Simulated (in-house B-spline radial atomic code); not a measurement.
**How G0W0 and RPA depend on the start: the chlorine ion Cl⁶⁺**

Configuration [Ne] 3s1, highest spin. Computed with an all-electron radial atomic-structure program (B-spline basis): all electrons, scalar-relativistic (spin-free one-electron X2C), finite nucleus, each spin shell either full or empty, empty states to l = 9 with an (l + 1/2)⁻⁴ tail; G0W0 by contour deformation at full frequency.

```csv
start,mean-field 3s up (eV),G0W0 (eV),QP weight,RPA correlation (Eh)
Hartree-Fock,-113.75,-115.10,0.985,-0.61663
LDA VWN5,-107.38,-115.57,0.970,-0.67762
PBE,-107.29,-115.51,0.971,-0.67655
PBE0,-109.05,-115.39,0.976,-0.65918
r2SCAN,-107.63,?,?,?
HSE06,-108.70,-115.41,0.975,-0.6608
B3LYP (VWN-RPA),-108.98,-115.43,0.975,-0.66305
TPSS,-107.27,-115.49,0.971,-0.67269
BHandHLYP,-110.90,-115.29,0.980,-0.64417
CAM-B3LYP,-110.87,-115.34,0.979,-0.65635
LC-wPBE,-112.40,-115.31,0.981,-0.65733
wB97X,-111.48,-115.26,0.981,-0.65289
PBEsol,-107.19,?,?,?
BLYP,-107.45,-115.52,0.971,-0.67714
r2SCAN0,-109.31,-115.35,0.977,-0.65213
LDA exchange-only,-106.35,-115.56,0.971,-0.67739
```

What G0W0 level, weight and RPA correlation energy follow from the PBEsol start?

G0W0 level -115.53 eV, weight 0.971, RPA correlation -0.67669 hartree.

What G0W0 level, weight and RPA correlation energy follow from the r2SCAN start?

G0W0 level -115.45 eV, weight 0.972, RPA correlation -0.66587 hartree.

How much of the dependence on the start does G0W0 remove?

The mean-field levels span 7.4 eV and the G0W0 levels 0.471 eV. Against 114.201 eV (NIST, measured) the G0W0 removal energies are off by +0.90 to +1.37 eV, with spin-orbit coupling, Breit and QED terms left out.
